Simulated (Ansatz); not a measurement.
Cost and result up the ladder for GaH2Me (CH₅Ga) (7 atoms). The state is a singlet with charge 0. Geometry: PBE0-D4/def2-TZVP.

Cartesian coordinates in Å:
```
Ga 0.956 -0.452 -0.087
H 1.084 -1.953 -0.544
H 2.269 0.369 0.193
C -0.814 0.384 0.099
H -1.135 0.754 -0.880
H -0.796 1.234 0.783
H -1.564 -0.334 0.435
```

Ansatz on 4 threads of Intel Xeon on a shared host. Times are rough, and most runs start from the orbitals of an earlier one. r2SCAN0-D4/def2-TZVP serves as the yardstick here, not as an exact answer. Differences are given only for rows in sets of like size (and for xTB, whose basis is part of the method), since another set adds its own error. Binding counts from free atoms at the same level (Ga doublet, H doublet, C triplet; other spins of the atoms weren't run), without zero-point energy or a counterpoise term.

B3LYP takes the VWN-RPA correlation. Correlated methods freeze 10 core orbitals; core or outer-core shells of Ga are correlated, in sets that lack core-valence functions.

Correlated methods converge slowly with the basis.

| level | functions | binding energy per atom (eV) | difference from r2SCAN0-D4/def2-TZVP (eV) |
| --- | --- | --- | --- |
| B97M-V/def2-TZVP | 109 | 3.12 | 0.03 |
| CCSD(T)/def2-TZVPD | 136 | 3.02 | -0.06 |
| PBE-D4/def2-SVP | 71 | 3.09 | – |
| r2SCAN0-D4/def2-TZVP | 109 | 3.09 | 0.00 |
| r2SCAN-D4/def2-TZVP | 109 | 3.10 | 0.02 |
| PBE-D4/def2-TZVPD | 136 | 3.09 | 0.00 |
| revPBE-D4/def2-TZVP | 109 | 3.03 | -0.05 |
| CCSD(T)/def2-TZVPP | 149 | 3.07 | -0.02 |
| MP2/def2-TZVP | 109 | 2.99 | -0.10 |
| PBE0-D4/def2-SVP | 71 | 3.09 | – |
| r2SCAN-D4/def2-TZVPD | 136 | 3.11 | 0.02 |
| PBE0-D4/def2-TZVPD | 136 | 3.08 | -0.01 |
| B3LYP-D4/def2-TZVP | 109 | 3.08 | 0.00 |
| PBE-D4/def2-TZVP | 109 | 3.09 | 0.00 |

Q: Estimate how long each takes.

A: PBE-D4/def2-SVP 0.35 s; PBE-D4/def2-TZVP 0.45 s; MP2/def2-TZVP 0.45 s; revPBE-D4/def2-TZVP 0.5 s; PBE0-D4/def2-SVP 0.5 s; B3LYP-D4/def2-TZVP 0.55 s; PBE-D4/def2-TZVPD 0.65 s; r2SCAN-D4/def2-TZVP 0.85 s; PBE0-D4/def2-TZVPD 0.85 s; r2SCAN0-D4/def2-TZVP 1 s; r2SCAN-D4/def2-TZVPD 1.1 s; B97M-V/def2-TZVP 1.6 s; CCSD(T)/def2-TZVPD 4 s; CCSD(T)/def2-TZVPP 4.9 s. On shared hardware such times vary by a factor of up to 3.
